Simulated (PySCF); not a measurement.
Species: C2H8BF2NSi.
Structure used (PBE0-D3(BJ)/def2-SVP), in Å, numbered top down from 1:
```
atom  x, y, z in Å
F1    -2.7386    1.8479    0.1262
B2    -2.4872    0.7081   -0.4964
F3    -3.3864    0.3183   -1.3812
C4    -1.2217   -0.1441   -0.1710
C5    -0.0520    0.6267    0.4450
N6     1.0602   -0.1882    0.8753
Si7    2.3301   -0.7359   -0.1677
H8    -1.5656   -0.9186    0.5436
H9    -0.9070   -0.7075   -1.0651
H10    0.3236    1.3598   -0.2904
H11   -0.4203    1.2311    1.2917
H12    0.8668   -0.7408    1.7036
H13    2.9152    0.4466   -0.8721
H14    3.3498   -1.4034    0.6943
H15    1.9225   -1.7131   -1.2358
```

Linear response at wB97X-D/def2-SVPD (PySCF, frozen core in the response, non-relativistic).

Static isotropic polarisability: 73.13 au (10.84 Å³), principal values 64.7, 69.0, 85.6 au.

What is the polarisability at 1064 nm and at the sodium D line?

73.68 au at 1064 nm (+0.8 %), 74.97 au at 589.3 nm (+2.5 %). The rise at 589.3 nm is 3.34 times that at 1064 nm; a pure ω² law gives 3.26. The lowest singlet lies at 203 nm, shorter than both wavelengths.

What is the isotropic C6 coefficient between two such molecules, C6 = (3/π)∫α(iω)² dω?

2271 au (Eh·bohr⁶) by a ten-point quadrature over imaginary frequencies, which is 1360 eV·Å⁶ or 131 J·nm⁶/mol.

Which effective excitation energy ω̄ makes London's formula C6 = (3/4)α²ω̄ exact here?

ω̄ = 4·C6/(3α²) = 0.566 Eh = 15.4 eV. A one-pole form α(ω) = α/(1 − ω²/ω̄²) fitted to the 1064 nm value gives 13.5 eV. London's choice of the ionisation energy (9.09 eV, ΔSCF at the same level) gives C6 = 1340 au, 41 % too low.

What molar refraction at the D line follows from R = (4π/3)·N_A·α′, with α′ the polarisability volume?

α′ = 11.11 Å³ gives R = 28.02 cm³/mol, for isolated, non-vibrating species.

How anisotropic is the static polarisability, by Δα² = ½[(α1 − α2)² + (α2 − α3)² + (α3 − α1)²]?

Δα = 19.1 au, or 0.26 of the isotropic value.

How many electrons N does the Slater–Kirkwood formula C6 = (3/4)·√N·α^(3/2) need to give this C6?

N = (4·C6/3)²/α³ = 23.4; the species has 64 electrons in all.

One conformer stands for the species.

The pairwise dispersion term of wB97X-D wasn't added to the energies; at a given geometry it leaves orbitals and properties as they are.
